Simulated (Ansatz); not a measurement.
Consider the formal exchange of groups at the Si–C bond: `F[SiH2]OC[SiH3]` + `C=C(O)Br` → `C=C([SiH3])Br` + `OCO[SiH2]F`.

Calculated with Ansatz (gas phase, PBE0-D4/def2-TZVP geometries, no zero-point term in ΔE). CBS: MP2 limit from def2 TZ/QZ plus the TZ coupled-cluster correction, frozen cores. DFT in def2-TZVPP. B3LYP here is the variant with VWN-RPA as its local correlation; programs differ in this. For Br outer-core shells are correlated without core-valence functions, which leaves a few kJ/mol of doubt a bond. Scalar relativity is left out up to krypton. Each species was taken in one conformer, which may not be the lowest.

`F[SiH2]OC[SiH3]`:

Cartesian coordinates in Å:
```
F -1.053 2.446 1.567
Si -0.721 2.064 0.053
O 0.242 0.755 -0.017
C -0.173 -0.561 0.337
Si 1.039 -1.809 -0.404
H 0.031 3.178 -0.554
H -2.025 1.783 -0.595
H -0.202 -0.666 1.428
H -1.188 -0.765 -0.030
H 1.040 -1.689 -1.884
H 2.406 -1.557 0.116
H 0.603 -3.178 -0.018
```

`C=C(O)Br`:

Z-matrix (Å, degrees):
```
C
C 1 1.326
H 1 1.078 2 121.1
H 1 1.085 2 120.3 3 -180.0
O 2 1.342 1 127.6 3 -180.0
Br 2 1.881 1 122.1 3 0.0
H 5 0.965 2 108.5 1 -0.0
```

`C=C([SiH3])Br`:

Cartesian coordinates in Å:
```
C -0.369 1.531 0.017
C -0.005 0.361 0.521
Si 0.228 -1.224 -0.437
Br 0.331 0.195 2.388
H -0.490 2.423 0.622
H -0.559 1.617 -1.048
H -0.698 -2.260 0.084
H 1.626 -1.697 -0.281
H -0.064 -0.946 -1.867
```

`OCO[SiH2]F`:

Cartesian coordinates in Å:
```
O 1.662 -0.424 -0.276
C 0.505 -0.480 -1.044
O -0.666 -0.442 -0.267
Si -0.978 0.620 0.934
F -0.829 2.115 0.395
H 1.753 -1.249 0.211
H 0.541 0.388 -1.706
H 0.450 -1.398 -1.637
H -2.386 0.388 1.310
H -0.053 0.481 2.079
```

Task: Is it downhill or uphill in electronic energy at CCSD(T)/CBS, and by how much? (Best estimate.)

Result: The calculation gave: Downhill: ΔE = -10.0 kcal/mol.

Task: What do these levels give: PBE-D4, r2SCAN-D4, PBE0-D4, B3LYP-D4, B2PLYP, PBE0, HF/def2-TZVPP, SCS-MP2/def2-TZVPP, HF/def2-QZVPP, MP2/def2-QZVPP, SCS-MP2/def2-QZVPP, MP2/CBS(def2)? (Best estimate.)

Result: The calculation gave: PBE-D4 -6.8, r2SCAN-D4 -7.7, PBE0-D4 -7.7, B3LYP-D4 -8.3, B2PLYP -8.8, PBE0 -7.4, HF/def2-TZVPP -11.1, SCS-MP2/def2-TZVPP -10.2, HF/def2-QZVPP -11.0, MP2/def2-QZVPP -9.9, SCS-MP2/def2-QZVPP -10.2, MP2/CBS(def2) -9.9 kcal/mol.

Largest T1 diagnostic among the species: 0.012.

From PBE to PBE0 (25 % exact exchange), in def2-TZVPP and without D4, ΔE moves by −0.9 kcal/mol. In def2-TZVPP, CCSD(T) changes the Hartree–Fock value by +1.2 kcal/mol (the triples alone add +0.1 kcal/mol) and MP2 by +1.2 kcal/mol.
